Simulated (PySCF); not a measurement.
Dipole moment and polarisability of `C=C(C)/C=C\B(Cl)Cl`

Compound: C5H7BCl2.
Geometry (GFN2-xTB, Å), atoms numbered from 1 in this order:
```xyz
15
C5H7BCl2 angstrom
C     -2.3051    0.3368   -0.0684
C     -0.9926    0.1303    0.0712
C     -0.2596    0.6108    1.2851
C     -0.2806   -0.5927   -0.9691
C      1.0401   -0.8025   -1.0861
B      2.2646   -0.2672   -0.2988
Cl     2.6321    1.4143   -0.1701
Cl     3.4388   -1.3839    0.3083
H     -2.8436    0.0061   -0.9403
H     -2.8798    0.8618    0.6752
H      0.4717   -0.1271    1.6112
H     -0.9556    0.8031    2.0973
H      0.2715    1.5341    1.0630
H     -0.9342   -1.0449   -1.7064
H      1.3279   -1.4710   -1.8940
```

Level: PBE0/def2-SVPD (PySCF), static field, nuclei fixed, core orbitals frozen in the response. The polarisability tensor in these axes (au):

```
x   150.77 -12.09   1.35
y   -12.09  90.51   6.16
z     1.35   6.16  82.05
```

Q: What are the eigenvalues, a third of the trace, and Δα (Δα² = ½Σ(αi − αj)² over the three pairs)?

A: Principal values 78.11, 92.12 and 153.11 au; mean 107.78 au = 15.97 Å³ = 17.77 × 10⁻⁴⁰ C²·m²/J; Δα = 69.07 au (64 % of the mean).

Q: What is the dipole moment, and where does it point?

A: (-1.79, -0.05, -0.21) D, 1.80 D in size, pointing from the negative to the positive side. Measured along this direction, the outermost atoms are Cl8 at the negative end and H9 at the positive end.

Q: Find the Langevin capture rate constant for O2+ (31.990 u) meeting this molecule (148.002 u), k = 2.342 × 10⁻⁹ cm³/s × √(α in Å³ / reduced mass in u).

A: The reduced mass is 26.30 u, so k = 1.82 × 10⁻⁹ cm³/s. The formula leaves out the permanent dipole, which adds to the capture rate.

Q: Directions of the eigenvectors, and the extent of the frame along each?

A: Largest value along (0.98, -0.19, 0.00), where the nuclei span 6.63 Å; middle along (0.16, 0.83, 0.53), 3.90 Å; least along (-0.10, -0.52, 0.85), 2.61 Å. The response follows the extents in order.

Q: What molar refraction does this α imply?

A: Lorentz–Lorenz: R = (4π/3)N_A α = 2.5225 cm³/(mol·Å³) × 15.97 Å³ = 40.3 cm³/mol, in the limit of long wavelengths.

One conformer (not necessarily the lowest) at the GFN2-xTB geometry, without solvent, vibrations or thermal averaging.
